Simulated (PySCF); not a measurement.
## Dipole response of Ge²⁺ (germanium, charge +2)

[Ar] 3d10 4s1 4p1, high-spin 3P determinant (an excited configuration). Computed with PySCF 2.14 in aug-cc-pVQZ-PP with one added diffuse shell each of s, p, d, f, g type with ECP10MDF (8s7p6d4f3g, 114 functions), with scalar relativity through the core potential. Coupled (time-dependent) response in atomic units; α is the mean over directions.

| method | mean α (bohr³) | α xx, yy, zz | C₆ (like pair) | S(−4) |
| --- | --- | --- | --- | --- |
| UHF | 10.63 | 11.36, 9.189, 11.36 | 39.63 | 56.72 |
| PBE | 10.18 | 10.35, 9.849, 10.35 | 37.76 | 50.97 |
| PBE0 | 10.22 | 10.54, 9.584, 10.54 | 37.86 | 51.51 |

S(−4) is the Cauchy moment in α(ω) = α(0) + S(−4) ω² + …

Spin-orbit coupling is absent.

α(iu) at PBE0:

```csv
u (hartree),α(iu) (bohr³)
0,10.22
0.0500,10.10
0.100,9.735
0.200,8.535
0.300,7.122
0.500,4.776
0.750,3.052
1.00,2.127
1.50,1.247
2.00,0.8481
3.00,0.4841
5.00,0.2239
```

A single London oscillator, α(iu) = α/(1 + u²/ω²), gives C₆ = (3/4) ω α². Matching the computed C₆ needs ω = 4 × 37.86 / (3 × 10.22²) = 0.483 hartree.

For an ion, C₆ is the dispersion term alone; charge-induced terms of lower order in 1/R come first.

The components differ because the open shell of this determinant is not spherical; for a pure term their mean is the scalar polarisability.

Energies and moments cover only the electrons outside the core potential.
